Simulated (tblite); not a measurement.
Species: C₆H₁₂B₂OSi.
Atom-mapped SMILES: `[BH2:1][O:2][B:3]([C:4]#[C:5][SiH3:6])[CH2:7][C:8](=[CH2:9])[CH3:10]` (hydrogens: H11, H12 on B1; H13, H14, H15 on Si6; H16, H17 on C7; H18, H19 on C9; H20, H21, H22 on C10)

Cartesian coordinates in Å at the GFN2-xTB level; atoms count from 1:
```xyz
22
C6H12B2OSi angstrom
B      0.407    2.623   -2.326
O      0.335    1.847   -1.293
B      0.231    1.072   -0.249
C      1.388    0.173    0.185
C      2.283   -0.553    0.562
Si     3.638   -1.670    1.135
C     -1.152    1.018    0.586
C     -1.929   -0.202    0.171
C     -2.853   -0.159   -0.777
C     -1.561   -1.471    0.878
H      0.808    3.726   -2.197
H      0.070    2.219   -3.383
H      3.028   -2.916    1.609
H      4.350   -0.996    2.223
H      4.536   -1.933    0.007
H     -1.743    1.912    0.384
H     -0.954    0.969    1.658
H     -3.109    0.758   -1.281
H     -3.394   -1.038   -1.084
H     -0.488   -1.642    0.802
H     -1.812   -1.396    1.936
H     -2.090   -2.322    0.456
```

Computed values, GFN2-xTB/tblite, gas phase, harmonic and unscaled. Errors from tens to a few hundred cm⁻¹ against measured bands are possible. Modes of hydrogen on boron and silicon can be 10 to 20 % off. One conformer, not necessarily the lowest. The optimisation stopped once no atom felt more than 0.01 eV/Å.

Lowest wavenumbers of the output (negative numbers stand for imaginary wavenumbers):
```
mode    cm-1
  1     -24.1
  2      18.0
  3      45.1
  4      48.7
  5      72.4
  6     122.3
  7     137.3
  8     151.8
```

**Question.** Is this structure a minimum?

**Answer.** Not by this Hessian. 1 mode is imaginary beyond 20i (24i cm⁻¹), so at this level the point lies at or near a first-order saddle. The curvature is small, so loose convergence or finite differences may be the whole cause.

**Question.** Which atoms move in the imaginary mode?

**Answer.** 24i: H14 (Si–H hydrogen) 33 %, H13 (Si–H hydrogen) 33 %, H15 (Si–H hydrogen) 33 %. These are shares of the mass-weighted motion.

**Question.** What is the remedy?

**Answer.** Step along that mode in both directions, optimise again with tighter thresholds and repeat the frequencies. The zero-point energy of this point (100.1 kcal/mol) counts the 59 real modes alone, and thermal corrections from it aren't those of a minimum.

The run took 1.9 s of wall time on one thread of an Intel Xeon Platinum 8259CL at 2.50 GHz, shared host with 32 logical CPUs at a one-minute load of 20. This covers the Hessian and the dipole derivatives.
